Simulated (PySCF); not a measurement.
**Germanium: a sound run and one with changed settings**

Sound run: Ge⁺ [Ar] 3d10 4s2 4p1, Ge²⁺ [Ar] 3d10 4s2. All numbers are calculated (PySCF 2.14, the spin-free X2C one-electron Hamiltonian (Gaussian nucleus), in cc-pVTZ-DK (6s5p3d1f, 43 functions)). In the sound run the correlated levels freeze [Ar] 3d10. The sound run starts from symmetry-adapted Hartree-Fock orbitals and uses a fine grid where one is needed.

Changed run: basis STO-3G, all-electron and non-relativistic. This setting is unsound on purpose.

| species | method | sound run (hartree) | changed run (hartree) | converged |
| --- | --- | --- | --- | --- |
| Ge⁺ | UHF | -2096.77952 | -2051.47666 | yes |
| Ge⁺ | r2SCAN | -2098.40483 | -2052.72124 | yes |
| Ge⁺ | LDA | -2095.13266 | -2049.27568 | yes |
| Ge⁺ | MP2 | -2096.81663 | -2051.49165 | yes |
| Ge⁺ | CCSD(T) | -2096.83101 | -2051.50273 | yes |
| Ge²⁺ | UHF | -2096.21923 | -2050.96627 | yes |
| Ge²⁺ | r2SCAN | -2097.81838 | -2052.18062 | yes |
| Ge²⁺ | LDA | -2094.54870 | -2048.73807 | yes |
| Ge²⁺ | MP2 | -2096.24766 | -2050.98943 | yes |
| Ge²⁺ | CCSD(T) | -2096.25859 | -2051.00509 | yes |

Ionisation energy of Ge⁺:

| method | sound run (eV) | changed run (eV) |
| --- | --- | --- |
| UHF | 15.246 | 13.888 |
| r2SCAN | 15.958 | 14.711 |
| LDA | 15.890 | 14.629 |
| MP2 | 15.483 | 13.666 |
| SCS-MP2 | 15.470 | 13.622 |
| CCSD | 15.555 | 13.542 |
| CCSD(T) | 15.576 | 13.542 |

A minimal basis cannot let orbitals breathe on ionisation and holds almost no correlation. The Hamiltonian changed with the basis, so the totals do not compare.

For comparison, NIST gives 15.935 eV between the lowest levels.
